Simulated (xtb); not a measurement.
C₂H₈SiTe, SMILES [Te]([SiH3])CC. All values are semi-empirical tight-binding results from xtb (GFN2-xTB unless named), good for trends rather than for accurate numbers. Geometry optimised at GFN2-xTB. The structure was generated by enumeration, and PubChem lists no compound with its InChIKey, so it may never have been made. The values are those of a single conformer.

Optimised geometry:

```xyz
12

Te     0.1174     0.0690     0.7367
C      1.4633    -0.6791    -0.7951
C      1.6322     0.2747    -1.9550
H      1.0852    -1.6368    -1.1412
H      2.4160    -0.8521    -0.3048
H      2.0059     1.2376    -1.6129
H      0.6839     0.4350    -2.4647
H      2.3426    -0.1286    -2.6772
Si    -1.8810    -0.0089    -0.7498
H     -1.8558    -1.2215    -1.5653
H     -1.9684     1.1359    -1.6589
H     -3.0521    -0.0043     0.1160
```
Charge 0, spin multiplicity 1.

Estimate the properties. (An estimate is asked for; the answer gives what the named calculation found.)


```json
{
  "orbital_gap": "3.75 eV",
  "zero_point_energy": "55.9 kcal/mol",
  "G − E(el) at 298.15 K (modified RRHO)": "34.9 kcal/mol",
  "static polarisability (D4 model)": "94.8 bohr³",
  "solvation energy, GFN2-xTB/ALPB(water)": "-0.7 kcal/mol",
  "solvation energy, GFN2-xTB/ALPB(acetone)": "-5.0 kcal/mol"
}
```

Computed atomic charges and the Wiberg bond orders between heavy atoms:
charges (e) Te1 -0.03, C2 -0.08, C3 -0.09, H4 0.01, H5 0.01, H6 0.03, H7 0.02, H8 0.03, Si9 0.42, H10 -0.10, H11 -0.10, H12 -0.12. Bond orders Te1–C2 0.93, C2–C3 1.05, Te1–Si9 1.02.
